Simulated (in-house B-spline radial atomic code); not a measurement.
RPA and G0W0 on LC-wPBE: Ga IX (Ga8+)

Configuration [Ar] 3d5, highest spin, mean-field start LC-wPBE. Computed with an all-electron radial atomic-structure program (B-spline basis): all electrons, non-relativistic, point nucleus, each spin shell either full or empty, empty states to l = 9 with an (l + 1/2)⁻⁴ tail; G0W0 by contour deformation at full frequency.

Command:
```bash
python run_gw.py task.json out
```
Settings (radii: box in bohr, nucleus in fm):
```
Z                        31
electrons                23
configuration            [Ar] 3d5
hamiltonian              nr
method                   lc_wpbe
lmax                     9
spin_polarised           True
box_radius               7.7
intervals                49
```

Run time, properties included: 2 s on 1 thread of Arm Neoverse V1, with other jobs on the host.

Energies (hartree):

| term | value |
| --- | --- |
| mean-field total | -1901.25982 |
| Hartree-Fock functional on these orbitals | -1900.51387 |
| direct second order | -1.7296 |
| second-order exchange | 0.56342 |
| SOSEX correction | 0.53059 |

What is the RPA correlation energy, and what remains with SOSEX?

RPA gives -1.5728 hartree (-1.86 eV per electron); RPA + SOSEX gives -1.0422, and the second-order doubles -1.1662 hartree (no singles). SOSEX takes back 34 % of the RPA value.

Quasi-particle levels (eV):

```json
{"level": "3d up", "occupied": "yes", "mean field": "-201.36", "Σx - vxc": "-13.12", "Σc": "?", "QP weight": "?", "G0W0": "?"}
{"level": "3p down", "occupied": "yes", "mean field": "-272.64", "Σx - vxc": "-10.17", "Σc": "-0.03", "QP weight": "0.972", "G0W0": "-282.83"}
{"level": "3s down", "occupied": "yes", "mean field": "-319.57", "Σx - vxc": "-19.67", "Σc": "7.44", "QP weight": "0.880", "G0W0": "-331.80"}
{"level": "3d down", "occupied": "no", "mean field": "-180.69", "Σx - vxc": "14.83", "Σc": "-5.51", "QP weight": "0.976", "G0W0": "-171.37"}
```

G0W0 = mean field + (Σx - vxc) + Σc, with Σc (partial-wave tail included) taken at the quasi-particle energy. Only the outer levels were computed. Levels of low weight are left out.

Where does G0W0 put 3d up?

At -212.96 eV, with Σc = 1.53 eV and a quasi-particle weight of 0.974. The tabulated removal energy is 211 ± 2.2 eV (NIST, tabulated theory); the calculation leaves out relativity, Breit and QED terms, and what these don't explain is the method's own error.
